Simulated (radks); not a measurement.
Neutral rhodium inside a hard spherical wall (all orbitals vanish at R), configuration held at [Kr] 4d8 5s1 and not refilled when levels cross. Method: scalar-relativistic Kohn-Sham, PBE, spin-polarised, spherical densities, point nucleus; open shells are filled with parallel spins first (spin-orbit coupling, left out, can overturn this in heavy ions); computed with a radial shooting solver on a logarithmic mesh with Libxc functionals. Eigenvalues in eV for spin up, with the zero of energy where the potential of the charges vanishes at infinity; a dash marks a level that is unbound or too diffuse for the functional's potential to be trusted. A positive occupied level is held by the wall or, in an anion where self-interaction has pushed it up, behind a barrier. The pressure on the wall is -dE/dV.

| R (bohr) | E (hartree) | kinetic (hartree) | e(4s) | e(4p) | e(4d) | e(5s) | e(5p, empty) | e(6s, empty) | pressure (GPa) |
|---|---|---|---|---|---|---|---|---|---|
| free | -4784.15449 | 4954.785 | -82.971 | -50.936 | -6.520 | -4.762 | -1.117 | - | 0 |
| 12 | -4784.15446 | 4954.786 | -82.967 | -50.932 | -6.517 | -4.759 | -1.066 | 0.828 | 0.000548 |
| 10 | -4784.15419 | 4954.788 | -82.946 | -50.911 | -6.496 | -4.738 | -0.943 | 1.829 | 0.00782 |
| 8 | -4784.15166 | 4954.808 | -82.814 | -50.779 | -6.373 | -4.602 | -0.504 | 4.427 | 0.116 |
| 7 | -4784.14573 | 4954.846 | -82.594 | -50.560 | -6.171 | -4.358 | 0.062 | 7.218 | 0.476 |
| 6 | -4784.12671 | 4954.953 | -82.070 | -50.043 | -5.699 | -3.734 | 1.246 | 12.332 | 2.12 |
| 5 | -4784.06118 | 4955.276 | -80.777 | -48.780 | -4.549 | -2.047 | 3.967 | 22.574 | 11.0 |
| 4 | -4783.80448 | 4956.390 | -77.412 | -45.538 | -1.501 | 3.039 | 11.185 | 45.961 | 71.8 |
| 3.5 | -4783.42914 | 4957.900 | -73.940 | -42.227 | 1.801 | 9.218 | 19.343 | 69.521 | 211 |
| 2.5 | -4780.15091 | 4970.384 | -57.019 | -25.760 | 20.353 | 50.240 | 68.698 | 191.00 | 2940 |
| 1.5 | -4741.36523 | 5096.407 | 34.681 | 73.429 | 136.85 | 343.22 | 378.71 | 818.32 | 127000 |
